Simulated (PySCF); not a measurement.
# [Gd(NO3)]2+: one run

[Gd(NO3)]2+ (singlet in the valence; each metal's 4f electrons, 7 of them, lie in its core potential, out of spins and levels). PySCF 2.14.0, RKS TPSS, Gd lcecp-1-SVP with ECP53, O def2-SVP, N def2-SVP; non-relativistic Hamiltonian with scalar-relativistic core potentials where named; density fitting; no spin-orbit coupling. The geometry is an unrelaxed template.

```python
mol = gto.M(atom='''
Gd     0.00000     0.00000     0.00000
O      1.08000     0.00000     2.22420
O     -1.08000     0.00000     2.22420
N      0.00000     0.00000     2.90420
O      0.00000     0.00000     4.12420''',
    basis={'Gd': 'lcecp-1-SVP', 'O': 'def2-SVP', 'N': 'def2-SVP'},
    ecp={'Gd': 'lcecp-1-SVP'},
    charge=2, spin=0)
mf = dft.RKS(mol, xc='TPSS')
mf.grids.atom_grid = (50, 194)  # f atoms: unpruned, at least (60, 302)
mf = mf.density_fit()  # fitting sets: Gd AutoAux, O def2-universal-JKFIT, N def2-universal-JKFIT
mf.conv_tol = 1e-08; mf.max_cycle = 55
mf.kernel(dm0)  # dm0: free metal ions and neutral atoms
```

Run from Python with OMP_NUM_THREADS=2; the lines above give its settings. Where DIIS fails, smearing, a level shift and second-order steps follow.
It took 5.2 s on 2 threads of Arm Neoverse V1 (shared host), peak memory 0.46 GiB.

(1) Where do the frontier levels lie, over both spins?

(2) What are the Mulliken charges and spins?

An lcecp potential fixes the number of 4f electrons, so in runs with it no electron can move into or out of that shell.

Answers

(1) HOMO -16.85 eV, LUMO -15.04 eV. The 4f levels lie in the core potential and are missing.

(2) 
| atom | charge (e) | spin (e) |
| --- | --- | --- |
| Gd1 | 2.028 | 0.000 |
| O2 | -0.248 | 0.000 |
| O3 | -0.248 | 0.000 |
| N4 | 0.435 | 0.000 |
| O5 | 0.034 | 0.000 |
The spin of the 4f electrons in the core isn't counted.
